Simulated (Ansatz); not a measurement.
`[NH2][AlH][SiH2]S` + `[SiH3]O[SiH3]` → `[NH2][AlH][SiH3]` + `[SiH3]O[SiH2]S`  (redistribution)

Gas-phase electronic energies from Ansatz, PBE0-D4/def2-TZVP geometries. CCSD(T)/CBS is the MP2 limit (def2-TZVPP, def2-QZVPP) plus CCSD(T) − MP2 in def2-TZVPP, frozen cores. Functionals use def2-TZVPP. HSE06 is defined as in plane-wave codes. One conformer a species, not always the lowest.

(1) Is it downhill or uphill in electronic energy at CCSD(T)/CBS, and by how much? (An estimate is asked.)

(2) What do these levels give: BLYP-D4, HSE06-D4, revPBE, BLYP, PBE0, BHLYP, LC-ωPBE, HF/def2-TZVPP, HF/def2-QZVPP, SCS-MP2/def2-QZVPP, MP2/CBS(def2), CCSD/CBS(def2)? (An estimate is asked.)

Largest T1 diagnostic among the species: 0.013.

## Answers

(1) The calculation gave: Downhill: ΔE = -16.9 kJ/mol.

(2) Computed: BLYP-D4 -17.6, HSE06-D4 -18.0, revPBE -16.1, BLYP -14.9, PBE0 -17.0, BHLYP -14.3, LC-ωPBE -17.3, HF/def2-TZVPP -11.6, HF/def2-QZVPP -11.2, SCS-MP2/def2-QZVPP -14.2, MP2/CBS(def2) -15.6, CCSD/CBS(def2) -16.1 kJ/mol.

In def2-TZVPP, CCSD(T) changes the Hartree–Fock value by −6.1 kJ/mol (the triples alone add −0.8 kJ/mol) and MP2 by −4.8 kJ/mol. Leaving LDA and LC-ωPBE aside and taking each functional with its dispersion term where it has one, the values, not all of them listed here, spread over 4.7 kJ/mol, from B97M-V to B2PLYP. LDA lies −4.6 kJ/mol from PBE without D4.
